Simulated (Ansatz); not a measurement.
`B/C=C/C` + `CN[SiH2][SiH3]` → `BN(C)[SiH2][SiH3]` + `C=CC` at 298.15 K and 1 bar (ligand exchange at a B–C bond).

Program: Ansatz. Geometries: PBE0-D4/def2-TZVP. ΔE: electronic, gas phase. CCSD(T)/CBS is the MP2 limit (def2-TZVPP, def2-QZVPP) plus CCSD(T) − MP2 in def2-TZVPP, frozen cores. Each species was taken in one conformer, which may not be the lowest.

```csv
species,CCSD(T)/CBS energy (Eh),H − E (kJ/mol),S (J/(mol·K))
`B/C=C/C`,-143.12983,255.8,297.8
`CN[SiH2][SiH3]`,-676.32808,275.4,365.2
`BN(C)[SiH2][SiH3]`,-701.75815,310.8,376.3
`C=CC`,-117.74610,222.5,264.5
```

H − E and S are ideal-gas, rigid-rotor, harmonic terms from PBE0-D4/def2-TZVP, for one conformer and one mirror image of each species. 1 Eh = 2625.50 kJ/mol, R = 8.31446 J/(mol·K).

**Question.** By hand: ΔE, ΔH, ΔS and ΔG.

**Answer.** ΔE = (-701.75815) + (-117.74610) − (-143.12983) − (-676.32808) = -0.04634 Eh = -121.7 kJ/mol. Δ(H − E) = 310.8 + 222.5 − 255.8 − 275.4 = 2.1, so ΔH = -119.6 kJ/mol. ΔS = 376.3 + 264.5 − 297.8 − 365.2 = -22.2 J/(mol·K). ΔG = -119.6 − 298.15 × (-22.2)/1000 = -113.0 kJ/mol.

**Question.** By hand: the equilibrium constant, and the temperature at which ΔG would vanish if ΔH and ΔS stayed fixed.

**Answer.** log₁₀ K = −ΔG/(RT ln 10) = 19.8. ΔG = 0 at ΔH/ΔS = 5387 K, far beyond where these terms or the molecules hold.

ΔH outweighs TΔS. A doubt of 5 kJ/mol in ΔE shifts log₁₀ K by 0.9 here. Other conformers and mirror images would add mixing entropy, several J/(mol·K) or more a flexible species. Modes under 60 cm⁻¹, often nearly free rotors, make the harmonic entropy too high. These are equilibria of isolated gas molecules and say nothing of rates. Largest T1 diagnostic: 0.013 (customary marks: 0.02 for closed shells, 0.045 for open ones).
